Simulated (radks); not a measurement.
The numbers below are computed, except where a source is named.
Task: Ionisation of the niobium ion Nb3+, [Kr] 4d2, to Nb4+, [Kr] 4d1, under several functionals. Dirac Kohn-Sham, spin-unpolarised, spherical densities, point nucleus; open shells are shared between the two j in proportion to 2j + 1; a radial shooting solver on a logarithmic mesh with Libxc functionals. The NIST Atomic Spectra Database gives 37.61 eV (measured). Rank these functionals by the error of their Delta-SCF ionisation energy: BLYP; HCTH/407; exchange-only LDA; RPBE; LDA (Slater exchange, VWN5 correlation); LDA (Slater exchange, Perdew-Zunger correlation); exchange-only PBE.

Result: From best to worst: HCTH/407 37.325 eV (-0.286); LDA (Slater exchange, VWN5 correlation) 37.091 eV (-0.520); LDA (Slater exchange, Perdew-Zunger correlation) 37.084 eV (-0.527); RPBE 36.862 eV (-0.749); BLYP 36.804 eV (-0.807); exchange-only PBE 35.809 eV (-1.802); exchange-only LDA 35.577 eV (-2.034). Spin polarisation and multiplet splitting are left out, so open shells lie too high by an amount that depends on their filling. Sharing an open shell by 2j + 1 raises it above the true ground level by a part of the spin-orbit splitting, which enters the differences from NIST.

Beside tabulated values, note that spin-unpolarised runs miss the spin-polarisation part of the exchange energy of open shells.
